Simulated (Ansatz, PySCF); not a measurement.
Process, species as SMILES: [Cs][I] → [I][Cs] as doublet, charge +1 + e-

Property: adiabatic ionisation energy (0 K, with zero-point energies), in eV. Set-up: def2 sets with scalar-relativistic core potentials past Kr; valence correlation only (noble-gas shells and the d and f shells of earlier blocks; the outer core of K, Ca and congeners matters and is frozen too); spin-orbit terms left out; LANL2DZ with its own core potentials from Na on; UHF or UKS for open shells; STO-3G and 3-21G all-electron and non-relativistic. First-principles rows: single points at B3LYP-D3(BJ) geometries (Ansatz, an electronic-structure program), with unscaled harmonic terms from B3LYP/6-31G* (LANL2DZ past Ar) at its own minima. The spin state of an ion or metal species was assumed, not searched.

| level | program | adiabatic ionisation energy (0 K, with zero-point energies) (eV) |
|---|---|---|
| HF/3-21G | Ansatz | 5.57 |
| HF/LANL2DZ | Ansatz | 5.71 |
| PBE/3-21G | Ansatz | 6.54 |
| PBE/LANL2DZ | Ansatz | 6.81 |
| PBE/def2-SVP | Ansatz | 7.22 |
| BLYP/LANL2DZ | Ansatz | 6.58 |
| BP86/def2-SVP | PySCF | 7.33 |
| B3LYP/3-21G | Ansatz | 6.51 |
| B3LYP/LANL2DZ | Ansatz | 6.75 |
| B3LYP/def2-SVP | Ansatz | 7.19 |
| M06-2X/LANL2DZ | PySCF | 6.91 |
| MP2/3-21G | Ansatz | 5.75 |
| MP2/LANL2DZ | Ansatz | 5.88 |
| B3LYP-D3(BJ)/def2-TZVPD | Ansatz + dftd3 | 7.29 |

No value to compare with is used here. The 13 habitual levels span 5.57 (HF/3-21G) to 7.33 eV (BP86/def2-SVP); B3LYP-D3(BJ)/def2-TZVPD gives 7.29.

The levels are drawn from those run, B3LYP/6-31G* more often than the rest, none by its result; runs whose electronic state is in doubt are left out.
